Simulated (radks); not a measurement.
The numbers below are computed, except where a source is named.
The selenium ion Se1.5+, 32.5 electrons, occupied as [Ar] 3d10 4p(up 1.5, down 1.5) 4s(up 1, down 0.5) (fractional occupations, a model configuration).

Code: a radial shooting solver on a logarithmic mesh with Libxc functionals. Model: scalar-relativistic Kohn-Sham, PBEsol, spin-polarised, spherical densities, finite nucleus; Fermi nuclear charge, rms radius 4.14 fm.

Energy parts (eV):
part                       energy
total                  -66051.363
kinetic                 67394.585
electron-nucleus      -158745.947
Hartree                 27629.966
exchange-correlation    -2329.966

Orbitals (lengths in bohr, moments of r in powers of bohr; r(90%) holds 90 % of the orbital's charge):
orbital  occ.  eigenvalue (eV)     <r^2>  r(90%)
1s up       1        -12512.68  0.002619  0.0789
1s down     1        -12512.63  0.002619  0.0789
2s up       1        -1623.291   0.04533   0.303
2s down     1        -1623.258   0.04533   0.303
2p up       3        -1430.306   0.03589   0.279
2p down     3        -1430.270   0.03589   0.279
3s up       1        -230.3826    0.3800   0.857
3s down     1        -230.3168    0.3798   0.856
3p up       3        -170.0469    0.4082   0.903
3p down     3        -169.9716    0.4078   0.902
3d up       5         -70.3754    0.4951    1.05
3d down     5         -70.2642    0.4930    1.04
4s up       1         -32.8523     3.322    2.52
4s down   0.5         -32.2762     3.348    2.53
4p up     1.5         -20.9218     4.716    3.04
4p down   1.5         -20.4295     4.799    3.07

The highest occupied level is 4p down at -20.429 eV. The density falls to 0.001 e/bohr^3 at r = 3.76 bohr. Spin moment in Bohr magnetons: 0.5.
